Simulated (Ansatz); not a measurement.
A run of Ansatz (development build ahead of 0.2.0) on triplet C7H6 at this shape:

| atom | x (Å) | y (Å) | z (Å) |
| --- | --- | --- | --- |
| C | 1.4000 | 0.0000 | 0.0000 |
| C | 0.7000 | 1.2124 | 0.0000 |
| C | -0.7000 | 1.2124 | 0.0000 |
| C | -1.4000 | 0.0000 | 0.0000 |
| C | -0.7000 | -1.2124 | 0.0000 |
| C | 0.7000 | -1.2124 | 0.0000 |
| C | 2.8000 | 0.0000 | 0.0000 |
| H | 3.4000 | 0.9000 | 0.0000 |
| H | 1.2425 | 2.1521 | 0.0000 |
| H | -1.2425 | 2.1521 | 0.0000 |
| H | -2.4850 | 0.0000 | 0.0000 |
| H | -1.2425 | -2.1521 | 0.0000 |
| H | 1.2425 | -2.1521 | 0.0000 |

Its results:

```json
{"Converged": "yes", "Total energy": "-269.70519 hartree", "Spin squared of the determinant": "2.000", "Stability test": "minimum among restricted orbitals"}
```

Question: Which input gives this output? Name the method, the orbitals and the basis set, and write the input.

Answer: PBE0 (restricted open-shell) in def2-SVP.

```yaml
crystal:
  periodic: [false, false, false]
  atoms:
    - { symbol: C, position_ang: [1.4, 0.0, 0.0] }
    - { symbol: C, position_ang: [0.7, 1.21244, 0.0] }
    - { symbol: C, position_ang: [-0.7, 1.21244, 0.0] }
    - { symbol: C, position_ang: [-1.4, 0.0, 0.0] }
    - { symbol: C, position_ang: [-0.7, -1.21244, 0.0] }
    - { symbol: C, position_ang: [0.7, -1.21244, 0.0] }
    - { symbol: C, position_ang: [2.8, 0.0, 0.0] }
    - { symbol: H, position_ang: [3.4, 0.9, 0.0] }
    - { symbol: H, position_ang: [1.2425, 2.15207, 0.0] }
    - { symbol: H, position_ang: [-1.2425, 2.15207, 0.0] }
    - { symbol: H, position_ang: [-2.485, 0.0, 0.0] }
    - { symbol: H, position_ang: [-1.2425, -2.15207, 0.0] }
    - { symbol: H, position_ang: [1.2425, -2.15207, 0.0] }
basis:
  gaussian: { orbitals: def2-SVP }
magnetization:
  initial_magnetization: 2
hamiltonian:
  xc: pbe0
```

Caution: other spin multiplicities may lie lower.
